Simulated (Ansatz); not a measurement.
The cluster Hf₂Se₄⁻. The state is a doublet with charge -1. Geometry PBE-D4/def2-SVP, that of the neutral singlet; atoms count from 1.

```xyz
6

Hf    0.7244   -0.4682   -1.4889
Hf   -0.7222    0.4667    1.4847
Se   -1.7403   -1.1351    2.8905
Se    1.6501   -0.2735    0.8860
Se   -1.6501    0.2646   -0.8886
Se    1.7382    1.1455   -2.8836
```

In the def2 sets Hf takes a core potential; there is no spin–orbit coupling. The structure comes from a short search, and lower isomers may exist.

Question: Estimate the Mulliken populations from the PBE0/def2-SVP orbitals of Ansatz.

Answer: 
```
atom  charge (e)  spin (α − β)  d electrons
 Hf1        0.48          0.62         2.34
 Hf2        0.48          0.62         2.34
 Se3       -0.45         -0.05            –
 Se4       -0.53         -0.07            –
 Se5       -0.53         -0.07            –
 Se6       -0.45         -0.05            –
```
Mulliken values and Mayer orders depend strongly on the basis.

Question: Where does the spin sit?

Answer: Summed by element: Hf 1.23, Se -0.23, of 1 unpaired in all. Largest on single atoms: Hf1 0.62, Hf2 0.62, Se4 -0.07.

Question: And the Mayer bond orders between bonded heavy atoms (over 0.3)?

Answer: Hf1–Hf2 0.47 (3.44 Å); Hf1–Se4 1.06 (2.56 Å); Hf1–Se5 1.06 (2.56 Å); Hf1–Se6 2.17 (2.36 Å); Hf2–Se3 2.17 (2.36 Å); Hf2–Se4 1.06 (2.56 Å); Hf2–Se5 1.06 (2.56 Å).
